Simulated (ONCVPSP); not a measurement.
# K, ONCV: configuration errors across variants

| Item | Value |
| --- | --- |
| Element | potassium (K) |
| Generator | ONCVPSP 4.0.1 |
| Type | optimised norm-conserving Vanderbilt (ONCV) |
| Functional | LDA (Perdew-Wang 92) |
| Relativity | scalar-relativistic |
| Frozen core | [Ne] |
| Valence charge | 9 |
| Reference configuration | 3s2 3p6 4s1 |
| Partial waves | 3s+4s: rc 2.55 bohr, ncon 5, nbas 8, qcut 4.7 1/bohr, 2 projectors; 3p: rc 1.40 bohr, ncon 3, nbas 7, qcut 6.2 1/bohr, 2 projectors, debl 1.5 Ha; d scattering state at 0.26 Ha: rc 2.50 bohr, ncon 3, nbas 7, qcut 4.4 1/bohr, 2 projectors, debl 1 Ha |
| Local potential | polynomial inside 1.35 bohr (lpopt 5, dvloc0 0 Ha) |
| Core correction | polynomial model core, fcfact 0.3 |

All-electron excitation energies from the reference (eV): (1) 3s2 3p6 4s0 4.404; (2) 3s2 3p6 4s0.5 1.708; (3) 3s2 3p6 4s0 4p1 1.628; (4) 3s2 3p5 4s1 24.967.

Errors AE − PS in meV (a dash: test not solved or not reliable):

| change | (1) | (2) | (3) | (4) | bound ghosts | GHOST(+) flags above zero |
| --- | --- | --- | --- | --- | --- | --- |
| base | -0.3 | -0.1 | -0.2 | +16 | none | none |
| s: qcut 3.1 | -0.3 | -0.1 | -0.2 | +17 | none | none |
| core correction Teter function, fcfact 4, rcfact 1.7 | -0.3 | -0.1 | -0.2 | +11 | none | none |
| p: rc 1.46 | -0.3 | -0.1 | -0.2 | +16 | none | none |

Problem. Give the same row for: s: qcut 3.7.

Solution. -0.3, -0.1, -0.2, +18; bound ghosts: none; GHOST(+) flags above zero: none.
